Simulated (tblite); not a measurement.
Species: C7H12N (doublet state).
Atom-mapped SMILES: `[CH3:1][CH2:2][C:3]1=[CH:4][CH2:5][NH:6][CH:7][CH2:8]1` (hydrogens: H9, H10, H11 on C1; H12, H13 on C2; H14 on C4; H15, H16 on C5; H17 on N6; H18 on C7; H19, H20 on C8)

Structure optimised with GFN2-xTB, isolated species. This method treats the open shell by occupation alone, without spin polarisation.

Problem. List the bond lengths, angles and torsions at this level.

Solution. 
```json
{"bond": "C1–C2", "length (Å)": "1.530", "order": "single"}
{"bond": "C2–C3", "length (Å)": "1.503", "order": "single"}
{"bond": "C3=C4", "length (Å)": "1.326", "order": "double"}
{"bond": "C4–C5", "length (Å)": "1.497", "order": "single"}
{"bond": "C5–N6", "length (Å)": "1.447", "order": "single"}
{"bond": "N6–C7", "length (Å)": "1.393", "order": "single"}
{"bond": "C7–C8", "length (Å)": "1.489", "order": "single"}
{"bond": "C3–C8", "length (Å)": "1.500", "order": "single"}
{"bond": "C1–H9, C1–H10, C1–H11", "length (Å)": "1.088", "order": "single"}
{"bond": "C2–H12, C2–H13", "length (Å)": "1.093", "order": "single"}
{"bond": "C4–H14", "length (Å)": "1.081", "order": "single"}
{"bond": "C5–H15, C5–H16", "length (Å)": "1.101", "order": "single"}
{"bond": "N6–H17", "length (Å)": "1.011", "order": "single"}
{"bond": "C7–H18", "length (Å)": "1.078", "order": "single"}
{"bond": "C8–H19, C8–H20", "length (Å)": "1.100", "order": "single"}
```

Bonds in one row agree within 0.01 Å and their mean is given. Orders are formal, as drawn. A selection of angles:
```json
{"angle": "C2–C1–H9", "degrees": "110.9"}
{"angle": "C2–C1–H10", "degrees": "110.2"}
{"angle": "H9–C1–H10", "degrees": "108.5"}
{"angle": "H10–C1–H11", "degrees": "108.6"}
{"angle": "C1–C2–C3", "degrees": "112.0"}
{"angle": "C1–C2–H12", "degrees": "108.9"}
{"angle": "C3–C2–H12", "degrees": "109.3"}
{"angle": "H12–C2–H13", "degrees": "108.1"}
{"angle": "C2–C3–C4", "degrees": "122.0"}
{"angle": "C2–C3–C8", "degrees": "116.6"}
{"angle": "C4–C3–C8", "degrees": "121.4"}
{"angle": "C3–C4–C5", "degrees": "124.0"}
{"angle": "C3–C4–H14", "degrees": "120.9"}
{"angle": "C5–C4–H14", "degrees": "115.1"}
{"angle": "C4–C5–N6", "degrees": "111.7"}
{"angle": "C4–C5–H15", "degrees": "109.8"}
{"angle": "N6–C5–H15", "degrees": "108.0"}
{"angle": "N6–C5–H16", "degrees": "111.6"}
{"angle": "H15–C5–H16", "degrees": "107.1"}
{"angle": "C5–N6–C7", "degrees": "117.9"}
{"angle": "C5–N6–H17", "degrees": "113.1"}
{"angle": "C7–N6–H17", "degrees": "113.4"}
{"angle": "N6–C7–C8", "degrees": "118.1"}
{"angle": "N6–C7–H18", "degrees": "115.1"}
{"angle": "C8–C7–H18", "degrees": "118.2"}
{"angle": "C7–C8–H19", "degrees": "110.7"}
{"angle": "C7–C8–H20", "degrees": "109.4"}
{"angle": "C3–C8–C7", "degrees": "113.0"}
{"angle": "C3–C8–H19", "degrees": "108.3"}
{"angle": "C3–C8–H20", "degrees": "109.3"}
{"angle": "H19–C8–H20", "degrees": "105.8"}
```

Dihedral angles: C1–C2–C3–C4 -107° (anticlinal); C2–C3–C4–C5 180° (antiperiplanar); C3–C4–C5–N6 -16° (synperiplanar); C4–C5–N6–C7 38° (synclinal); C5–N6–C7–C8 -45° (synclinal); N6–C7–C8–C3 27° (synperiplanar); C2–C3–C8–C7 175° (antiperiplanar). The mirror-image conformer, all signs reversed, is as good.

The C–N distances run from 1.393 Å (N6–C7, drawn single) to 1.447 Å (C5–N6, drawn single), a spread of 0.054 Å. Of the pairs four or more bonds apart, H9···H19 is among the closest relative to their van der Waals radii: 2.32 Å, 97 % of the sum of Bondi's values. C3 (carbon bonded to 3 C) is planar (angles 122.0°, 121.4° and 116.6°, sum 360.0°, 0.01 Å off the plane of its three neighbours). The 6-membered ring C3–C4–C5–N6–C7–C8 has internal angles of 111.7° to 124.0° (sum 706°, against 720° for a flat polygon); it is puckered, 0.13 Å rms from its mean plane, widest ring torsion 45°. N6 (nitrogen bonded to 2 C and H) is pyramidal (angles 117.9°, 113.4° and 113.1°, sum 344.4°, 0.29 Å off the plane of its three neighbours). C4 (carbon bonded to 2 C and H) is planar (angles 124.0°, 120.9° and 115.1°, sum 360.0°, 0.01 Å off the plane of its three neighbours). C7 (carbon bonded to C, N and H) has angles 118.2°, 118.1° and 115.1°, sum 351.4°, 0.22 Å off the plane of its three neighbours.

Point group: C1 (no symmetry element, even within 0.4 Å). Its GFN2-xTB frequencies are all real (lowest 20 cm⁻¹). 3 starts were optimised and ended at 0.00, 0.66 and 7.41 kcal/mol (GFN2-xTB); the lowest of these is shown.

Time: 0.37 s of wall time. Hardware: an Intel Xeon at 2.70 GHz with one thread, no GPU, shared host with 64 logical CPUs at a one-minute load of 61. These figures are those of the optimisation.

These are computed values.
